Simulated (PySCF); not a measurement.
Cl2CrO2, singlet, at a GFN2-xTB geometry (such geometries of metal compounds can be far from the true shape); PySCF with DF-M062X/aug-cc-pVDZ.

Input for PySCF:
```python
from pyscf import gto, scf, dft

mol = gto.M(
    atom='''
Cr    0.361620   -0.063061    0.116552
O     1.440452   -0.592340   -0.864084
O     0.790453    0.203307    1.583117
Cl   -0.386161    1.668254   -0.644959
Cl   -1.174200   -1.396152    0.142046
''',
    basis='aug-cc-pvdz',
    charge=0,
    spin=0,
    verbose=4,
)

mf = dft.RKS(mol)
mf.xc = 'm062x'
mf.level_shift = 0.1
mf.max_cycle = 100
mf = mf.density_fit(auxbasis='def2-universal-jkfit')
mf.kernel()
```

It wrote (shortened):

```
PySCF version 2.14.0

[INPUT] verbose = 4
[INPUT] num. atoms = 5
[INPUT] num. electrons = 74
[INPUT] charge = 0
[INPUT] spin (= nelec alpha-beta = 2S) = 0
[INPUT] symmetry False subgroup None
[INPUT] Mole.unit = angstrom
[INPUT] Symbol           X                Y                Z      unit          X                Y                Z       unit  Magmom
[INPUT]  1 Cr     0.361620000000  -0.063061000000   0.116552000000 AA    0.683362761165  -0.119168019141   0.220251359270 Bohr   0.0
[INPUT]  2 O      1.440452000000  -0.592340000000  -0.864084000000 AA    2.722059775582  -1.119360372625  -1.632882108619 Bohr   0.0
[INPUT]  3 O      0.790453000000   0.203307000000   1.583117000000 AA    1.493739684341   0.384194549207   2.991657553143 Bohr   0.0
[INPUT]  4 Cl    -0.386161000000   1.668254000000  -0.644959000000 AA   -0.729738529988   3.152543166210  -1.218795871573 Bohr   0.0
[INPUT]  5 Cl    -1.174200000000  -1.396152000000   0.142046000000 AA   -2.218916415464  -2.638344908264   0.268428037090 Bohr   0.0

nuclear repulsion = 501.758785699724
number of shells = 43
number of NR pGTOs = 308
number of NR cGTOs = 159
basis = aug-cc-pvdz
ecp = {}

******** <class 'pyscf.df.df_jk.DFRKS'> ********
method = DFRKS
initial guess = minao
damping factor = 0
level_shift factor = 0.1
DIIS = <class 'pyscf.scf.diis.CDIIS'>
diis_start_cycle = 1
diis_space = 8
diis_damp = 0
SCF conv_tol = 1e-09
SCF conv_tol_grad = None
SCF max_cycles = 100
direct_scf = False
XC library pyscf.dft.libxc version 7.1.2
    S. Lehtola, C. Steigemann, M. J. T. Oliveira, and M. A. L. Marques,  SoftwareX 7, 1–5 (2018)
XC functionals = m062x
    Y. Zhao and D. G. Truhlar,  Theor. Chem. Acc. 120, 215 (2008)
    Y. Zhao and D. G. Truhlar,  Theor. Chem. Acc. 120, 215 (2008)
radial grids:
    Treutler-Ahlrichs [JCP 102, 346 (1995); DOI:10.1063/1.469408] (M4) radial grids

becke partition: Becke, JCP 88, 2547 (1988); DOI:10.1063/1.454033
pruning grids: <function nwchem_prune>
grids dens level: 3
symmetrized grids: False
atomic radii adjust function: <function treutler_atomic_radii_adjust>
small_rho_cutoff = 0
Set gradient conv threshold to 3.16228e-05
Initial guess from minao.
tot grids = 86832
******** <class 'pyscf.df.df.DF'> ********
auxbasis = def2-universal-jkfit
init E= -2115.52912657894
  HOMO = -0.40050128763593  LUMO = -0.198587471365277  gap/eV = 5.49435
cycle= 1 E= -2114.78368446575  delta_E= 0.745  |g|= 1.62  |ddm|= 12.1
  HOMO = -0.298411030389622  LUMO = -0.251982957329692  gap/eV = 1.26337
cycle= 2 E= -2106.38986423953  delta_E= 8.39  |g|= 8.32  |ddm|=   64
  HOMO = -0.379673491241339  LUMO = -0.109810424502467  gap/eV = 7.34335
cycle= 3 E= -2114.39982792462  delta_E= -8.01  |g|= 2.52  |ddm|= 54.5
  HOMO = -0.402510787416404  LUMO = -0.0765413737079168  gap/eV = 8.87008
cycle= 4 E= -2115.09258072848  delta_E= -0.693  |g|= 0.988  |ddm|=  2.4
  HOMO = -0.406430808142638  LUMO = -0.0462604563233313  gap/eV = 9.80073
cycle= 5 E= -2115.20710553616  delta_E= -0.115  |g|= 0.31  |ddm|=  4.2
  HOMO = -0.403137829223544  LUMO = -0.0495073029899027  gap/eV = 9.62278
cycle= 6 E= -2115.22173878346  delta_E= -0.0146  |g|= 0.0509  |ddm|= 0.234
  HOMO = -0.40499784678613  LUMO = -0.0463997911504883  gap/eV = 9.75795
cycle= 7 E= -2115.22221176666  delta_E= -0.000473  |g|= 0.0249  |ddm|= 0.0776
  HOMO = -0.405162048885765  LUMO = -0.0468900577978335  gap/eV = 9.74908
cycle= 8 E= -2115.22230968067  delta_E= -9.79e-05  |g|= 0.0156  |ddm|= 0.108
  HOMO = -0.405371891544008  LUMO = -0.046536337877221  gap/eV = 9.76441
cycle= 9 E= -2115.22237291734  delta_E= -6.32e-05  |g|= 0.00472  |ddm|= 0.102
  HOMO = -0.405442542692708  LUMO = -0.046240645377007  gap/eV = 9.77438
cycle= 10 E= -2115.22237802385  delta_E= -5.11e-06  |g|= 0.00411  |ddm|= 0.0263
  HOMO = -0.405427759635172  LUMO = -0.0460347241387753  gap/eV = 9.77958
cycle= 11 E= -2115.22238132147  delta_E= -3.3e-06  |g|= 0.00087  |ddm|= 0.0239
  HOMO = -0.405381693500961  LUMO = -0.0458941024171775  gap/eV = 9.78216
cycle= 12 E= -2115.22238189545  delta_E= -5.74e-07  |g|= 0.000246  |ddm|= 0.0105
  HOMO = -0.405410673084866  LUMO = -0.0458915391626098  gap/eV = 9.78301
cycle= 13 E= -2115.22238200474  delta_E= -1.09e-07  |g|= 0.000137  |ddm|= 0.00216
  HOMO = -0.405405518510272  LUMO = -0.045865026888781  gap/eV = 9.78360
cycle= 14 E= -2115.22238204586  delta_E= -4.11e-08  |g|= 8.62e-05  |ddm|= 0.00174
  HOMO = -0.405402873822237  LUMO = -0.0458640729841475  gap/eV = 9.78355
cycle= 15 E= -2115.2223820577  delta_E= -1.18e-08  |g|= 5.15e-05  |ddm|= 0.00138
  HOMO = -0.405402835548419  LUMO = -0.0458578417687692  gap/eV = 9.78372
cycle= 16 E= -2115.22238205991  delta_E= -2.2e-09  |g|= 1.58e-05  |ddm|= 0.000332
  HOMO = -0.405402457196384  LUMO = -0.0458581140261085  gap/eV = 9.78370
cycle= 17 E= -2115.22238206046  delta_E= -5.52e-10  |g|= 8.3e-06  |ddm|= 0.000117
  HOMO = -0.405402512324796  LUMO = -0.145856601446197  gap/eV = 7.06260
Extra cycle  E= -2115.22238206053  delta_E= -6.91e-11  |g|= 1.27e-05  |ddm|= 8.67e-05
converged SCF energy = -2115.22238206053
```
